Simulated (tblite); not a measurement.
A geometry optimisation, step by step.

Compound: C6H12SSi2.
Numbering: `[CH3:1][CH2:2][Si@H:3]([SiH3:4])[c:5]1[cH:6][cH:7][cH:8][s:9]1` (hydrogens: H10, H11, H12 on C1; H13, H14 on C2; H15 on Si3; H16, H17, H18 on Si4; H19 on C6; H20 on C7; H21 on C8)

Computed with GFN2-xTB (tblite), gas phase: L-BFGS steps from a force-field or distance-geometry start until the largest atomic force falls under 0.01 eV/Å. 4 of its 131 geometries are shown.

Step 0: E = -696.3019 eV, largest atomic force 4.734 eV/Å
```
atom  x, y, z in Å  |  force x, y, z in eV/Å
C1     -2.545   -1.566    0.153   -1.456  -0.301   0.587
C2     -1.832   -0.480   -0.623   -0.712   0.184  -0.089
Si3    -0.634    0.498    0.434   -0.289   0.532   0.332
Si4    -0.894    2.704    0.030    0.141   0.583   0.117
C5      1.101    0.039    0.083    2.794  -0.189  -2.080
C6      1.931   -0.686    0.865   -3.019  -0.117   2.489
C7      3.186   -0.930    0.452    4.381  -1.755   0.377
C8      3.606   -0.449   -0.745   -2.556   0.715   0.352
S9      2.212    0.420   -1.433   -0.569  -0.487   1.381
H10    -1.939   -2.066    0.922   -0.037   0.034  -0.585
H11    -3.407   -1.102    0.721    0.821  -0.526  -0.551
H12    -2.984   -2.304   -0.552    0.299   0.283   0.634
H13    -2.624    0.240   -0.924    0.561  -0.515  -0.407
H14    -1.334   -0.909   -1.491   -0.167   0.166  -0.104
H15    -0.949    0.257    1.845    0.165  -0.288   0.178
H16     0.044    3.498    0.850   -0.242   0.017  -0.232
H17    -2.272    3.050    0.366   -0.052   0.235  -0.002
H18    -0.688    2.952   -1.388    0.022   0.253  -0.132
H19     1.558   -1.061    1.861    0.435   0.392  -1.116
H20     3.908   -1.526    1.087   -0.832   0.656  -0.693
H21     4.548   -0.560   -1.203    0.312   0.128  -0.457
```

Step 43: E = -697.2813 eV, largest atomic force 0.036 eV/Å
```
atom  x, y, z in Å  |  force x, y, z in eV/Å
C1     -2.543   -1.597    0.133    0.005   0.000   0.001
C2     -1.789   -0.530   -0.654    0.008   0.008   0.010
Si3    -0.651    0.547    0.459    0.017   0.007  -0.029
Si4    -0.879    2.805    0.002   -0.010   0.027  -0.005
C5      1.122   -0.033    0.197    0.004  -0.004   0.006
C6      1.933   -0.752    1.026   -0.005  -0.003   0.015
C7      3.225   -0.985    0.507   -0.002   0.000   0.000
C8      3.392   -0.434   -0.722   -0.001  -0.001  -0.009
S9      1.975    0.373   -1.261   -0.007   0.000  -0.013
H10    -1.846   -2.253    0.650   -0.009  -0.013  -0.010
H11    -3.187   -1.133    0.876   -0.002  -0.013  -0.002
H12    -3.164   -2.205   -0.525    0.012   0.005  -0.002
H13    -2.514    0.102   -1.171    0.010   0.000   0.015
H14    -1.194   -1.014   -1.432   -0.013   0.001   0.012
H15    -0.915    0.197    1.867   -0.016  -0.025   0.021
H16     0.049    3.627    0.783   -0.010  -0.003  -0.012
H17    -2.233    3.270    0.326    0.020   0.010  -0.013
H18    -0.645    3.125   -1.409   -0.006  -0.001   0.021
H19     1.608   -1.107    1.987   -0.002   0.007   0.001
H20     3.990   -1.536    1.024   -0.005   0.007  -0.002
H21     4.258   -0.449   -1.353    0.014  -0.009  -0.002
```

Step 87: E = -697.3039 eV, largest atomic force 0.054 eV/Å
```
atom  x, y, z in Å  |  force x, y, z in eV/Å
C1     -2.350   -1.720   -0.066    0.018  -0.024  -0.016
C2     -1.891   -0.362   -0.584   -0.015  -0.008   0.012
Si3    -0.705    0.576    0.589   -0.017   0.004  -0.013
Si4    -0.795    2.818    0.012   -0.020   0.031   0.022
C5      1.024   -0.105    0.303    0.001   0.016   0.000
C6      1.967   -0.547    1.183    0.036   0.016  -0.007
C7      3.195   -0.896    0.579    0.005  -0.043   0.009
C8      3.183   -0.708   -0.765    0.013   0.015  -0.016
S9      1.671   -0.104   -1.310    0.006  -0.017  -0.037
H10    -1.496   -2.353    0.166    0.029  -0.007  -0.003
H11    -2.941   -1.605    0.842    0.027   0.006  -0.045
H12    -2.958   -2.231   -0.811   -0.018  -0.001   0.031
H13    -2.770    0.253   -0.781   -0.034   0.012   0.003
H14    -1.389   -0.491   -1.546   -0.012  -0.050  -0.007
H15    -1.028    0.217    1.983    0.011   0.022  -0.011
H16     0.152    3.648    0.758    0.010   0.011   0.004
H17    -2.136    3.342    0.284   -0.014   0.051   0.010
H18    -0.542    3.058   -1.413    0.016  -0.019   0.032
H19     1.791   -0.615    2.242   -0.038  -0.016  -0.001
H20     4.042   -1.280    1.119    0.010   0.024   0.013
H21     3.968   -0.877   -1.476   -0.014  -0.023   0.021
```

Step 130: E = -697.3382 eV, largest atomic force 0.010 eV/Å
```
atom  x, y, z in Å  |  force x, y, z in eV/Å
C1     -2.076   -1.813   -0.251    0.000   0.007  -0.004
C2     -2.020   -0.318   -0.544   -0.002   0.006  -0.003
Si3    -0.794    0.632    0.574    0.003  -0.008   0.003
Si4    -0.726    2.895    0.076   -0.002  -0.001   0.001
C5      0.906   -0.124    0.297    0.007   0.003   0.000
C6      1.919   -0.304    1.193    0.003   0.002   0.004
C7      3.104   -0.818    0.625   -0.005  -0.007   0.002
C8      2.988   -1.022   -0.712   -0.003   0.004  -0.003
S9      1.431   -0.589   -1.293    0.003  -0.007  -0.001
H10    -1.097   -2.267   -0.388    0.001   0.001  -0.002
H11    -2.392   -1.992    0.774    0.001  -0.004   0.007
H12    -2.779   -2.313   -0.916    0.001  -0.001   0.001
H13    -3.019    0.106   -0.432   -0.001  -0.002  -0.003
H14    -1.738   -0.173   -1.589    0.000  -0.001  -0.001
H15    -1.118    0.312    1.979    0.001   0.002  -0.002
H16     0.286    3.593    0.873   -0.002   0.003   0.000
H17    -2.005    3.556    0.346   -0.009   0.003   0.002
H18    -0.405    3.160   -1.329   -0.001   0.003  -0.005
H19     1.809   -0.077    2.239    0.009   0.000   0.001
H20     3.999   -1.024    1.185   -0.005  -0.007  -0.002
H21     3.717   -1.404   -1.398    0.002   0.002   0.003
```

Q: Summarise the path.

A: The energy falls by 1.0363 eV from step 0 to step 130; nine tenths of that is first reached at step 15. It rises by more than 0.2 meV at steps 75 and 79. The largest force goes from 4.734 to 0.010 eV/Å. Among the bonds C5–S9 changes most, from 1.917 to 1.737 Å; the atoms move by 0.770 Å rms after alignment.

Q: Follow the three bonds and two angles with the largest change from start to end.

A: 
| step | E above end (eV) | largest force (eV/Å) | C5–S9 (Å) | C6–C7 (Å) | C8–S9 (Å) | Si3–C5–S9 (°) | C6–C5–S9 (°) |
| --- | --- | --- | --- | --- | --- | --- | --- |
| 0 | 1.0363 | 4.734 | 1.917 | 1.344 | 1.781 | 130.7 | 102.0 |
| 6 | 0.2264 | 0.543 | 1.742 | 1.404 | 1.722 | 128.3 | 109.7 |
| 11 | 0.1249 | 0.244 | 1.735 | 1.415 | 1.722 | 124.7 | 109.5 |
| 17 | 0.0969 | 0.130 | 1.738 | 1.410 | 1.719 | 123.0 | 110.0 |
| 23 | 0.0791 | 0.180 | 1.739 | 1.409 | 1.717 | 121.7 | 109.3 |
| 28 | 0.0672 | 0.123 | 1.740 | 1.414 | 1.721 | 120.5 | 109.8 |
| 34 | 0.0607 | 0.068 | 1.738 | 1.411 | 1.717 | 120.0 | 110.0 |
| 40 | 0.0578 | 0.041 | 1.738 | 1.411 | 1.718 | 120.1 | 109.8 |
| 45 | 0.0566 | 0.028 | 1.738 | 1.411 | 1.718 | 120.4 | 110.0 |
| 51 | 0.0559 | 0.026 | 1.738 | 1.411 | 1.718 | 120.6 | 110.0 |
| 57 | 0.0556 | 0.028 | 1.739 | 1.411 | 1.718 | 120.6 | 110.0 |
| 62 | 0.0549 | 0.032 | 1.738 | 1.411 | 1.719 | 120.6 | 109.9 |
| 68 | 0.0528 | 0.052 | 1.740 | 1.411 | 1.717 | 120.3 | 109.9 |
| 73 | 0.0493 | 0.066 | 1.738 | 1.412 | 1.719 | 119.7 | 110.0 |
| 79 | 0.0466 | 0.230 | 1.745 | 1.412 | 1.718 | 119.1 | 110.1 |
| 85 | 0.0361 | 0.067 | 1.739 | 1.412 | 1.717 | 118.9 | 110.1 |
| 90 | 0.0305 | 0.085 | 1.741 | 1.412 | 1.716 | 118.8 | 109.9 |
| 96 | 0.0214 | 0.142 | 1.740 | 1.412 | 1.718 | 118.9 | 110.0 |
| 102 | 0.0125 | 0.110 | 1.740 | 1.412 | 1.716 | 119.3 | 110.0 |
| 107 | 0.0063 | 0.069 | 1.738 | 1.411 | 1.717 | 120.0 | 110.0 |
| 113 | 0.0026 | 0.047 | 1.738 | 1.411 | 1.717 | 120.7 | 110.0 |
| 119 | 0.0007 | 0.027 | 1.738 | 1.411 | 1.717 | 120.9 | 110.0 |
| 124 | 0.0002 | 0.023 | 1.737 | 1.410 | 1.717 | 121.0 | 110.0 |
| 130 | 0.0000 | 0.010 | 1.737 | 1.411 | 1.717 | 121.0 | 110.0 |

The cost below is that of the whole relaxation. Time: 1.4 s of wall time. Hardware: one thread of an Arm Neoverse V2, shared host with 96 logical CPUs at a one-minute load of 79.
